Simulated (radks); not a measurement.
The numbers below are computed, except where a source is named.
Ionisation of neutral gold, [Xe] 4f14 5d10 6s1, to Au+, [Xe] 4f14 5d10, under several functionals. Dirac Kohn-Sham, spin-unpolarised, spherical densities, point nucleus; a radial shooting solver on a logarithmic mesh with Libxc functionals.

functional,E(Au) (hartree),Exc (hartree),IE (eV),-e(HOMO) (eV),<r> HOMO (bohr),IE error (eV)
revPBE,-19048.4858,-365.8962,9.301,5.672,2.872,+0.075
"LDA (Slater exchange, Perdew-Wang correlation)",-19037.5376,-354.8418,9.783,6.099,2.837,+0.558
RPBE,-19048.6385,-366.0504,9.297,5.664,2.885,+0.072
exchange-only LDA,-19029.2739,-346.4783,8.706,5.068,2.896,-0.520
OLYP,-19054.7849,-372.4342,9.090,5.437,2.908,-0.136

NIST Atomic Spectra Database: 9.226 eV (measured). Closest: RPBE. The Delta-SCF values span 1.08 eV, the total energies 25.51 hartree. The highest occupied level is 6s1/2. Spin polarisation and multiplet splitting are left out, so open shells lie too high by an amount that depends on their filling.

Beside tabulated values, note that spin-unpolarised runs miss the spin-polarisation part of the exchange energy of open shells.
